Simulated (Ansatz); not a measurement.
Z-matrix (Å, degrees):
```
C
Ge 1 2.010
Br 1 1.945 2 106.9
B 1 1.522 2 101.9 3 123.8
H 1 1.090 2 104.3 3 -113.8
H 2 1.532 1 105.5 3 51.8
H 2 1.537 1 109.6 3 171.2
H 2 1.533 1 109.3 3 -67.4
H 4 1.193 1 121.9 2 -95.2
H 4 1.198 1 117.5 2 78.9
```

The species carries charge 0 and has multiplicity 1.

(1) List the r2SCAN/def2-TZVPP orbital energies in eV (the Gaussian-basis code of Ansatz). (An estimate is asked.)

## Answers

(1) Computed: Occupied: -13121.93, -10834.70, -1695.14, -1525.92, -1525.83, -1525.82, -1349.81, -1199.86, -1199.85, -1199.84, -274.51, -234.79, -180.62, -175.10, -174.77, -174.76, -167.98, -117.71, -117.65, -117.64, -68.91, -68.83, -68.82, -68.57, -68.57, -30.99, -30.96, -30.95, -30.89, -30.88, -21.08, -17.62, -14.32, -12.96, -11.16, -9.90, -9.37, -8.98, -8.77, -8.42, -7.08, -6.69. Lowest empty: -2.35, -1.00, 0.19, 0.53, 1.12, 1.46, 1.88, 2.92.
